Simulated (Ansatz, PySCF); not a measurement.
Spin states of HLaO (SMILES [OH][La]), each relaxed with B3LYP-D3(BJ)/def2-TZVP.
State 1 (charge 0, multiplicity 1):
```tsv
atom	x (Å)	y (Å)	z (Å)
La	-1.1156	-0.8890	-0.9772
O	0.2330	0.2161	0.1873
H	0.8495	0.7203	0.7196
```
State 2 (charge 0, multiplicity 3):
```tsv
atom	x (Å)	y (Å)	z (Å)
La	-1.1330	-0.8977	-0.9915
O	0.2414	0.2215	0.1944
H	0.8585	0.7237	0.7268
```

Singlets are restricted, other states unrestricted; no spin–orbit coupling, no relativity up to Kr; see below for the cores. The largest T1 diagnostic is 0.026.

Programs: Ansatz (a first-principles code); PySCF for the dispersion terms. Each number belongs to the level named beside it. In def2 rows elements past Kr take small-core potentials, without spin–orbit coupling.

Question: One of these levels gives 0.138 eV for the energy of the multiplicity-3 state less that of the multiplicity-1 state. Which?
(A) SVWN5/def2-TZVPP
(B) CAM-B3LYP/def2-TZVPP
(C) BHLYP/def2-TZVPP
(D) PBE-D4/def2-TZVPP

Answer: C, BHLYP/def2-TZVPP. The others give 0.273 (SVWN5/def2-TZVPP), 0.054 (PBE-D4/def2-TZVPP), 0.209 (CAM-B3LYP/def2-TZVPP)
